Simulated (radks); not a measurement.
The numbers below are computed, except where a source is named.
Charge is removed step by step from the 5s1/2 level of Ho, starting from [Xe] 4f11 6s2. Code: a radial shooting solver on a logarithmic mesh with Libxc functionals. Model: Dirac Kohn-Sham, LDA (Slater exchange, Perdew-Wang correlation), spin-unpolarised, spherical densities, finite nucleus; open shells are shared between the two j in proportion to 2j + 1; Fermi nuclear charge, rms radius 5.2022 fm.

removed (e)  E - E(0) (eV)  eigenvalue (eV)  E minus straight line (eV)
0                    0.000          -50.430                       0.000
0.25                12.965          -53.315                      -1.144
0.5                 26.670          -56.350                      -1.546
0.75                41.150          -59.508                      -1.174
1                   56.432          -62.768                       0.000

Removing the whole electron costs 56.432 eV by Delta-SCF, against 50.430 eV from minus the eigenvalue at the starting occupation. Slater's transition state (half an electron removed) gives 56.350 eV. Integrating minus the eigenvalue over the occupation (Janak's theorem) gives 56.432 eV. The mean slope of the eigenvalue, de/dn, is 12.3 eV per electron.
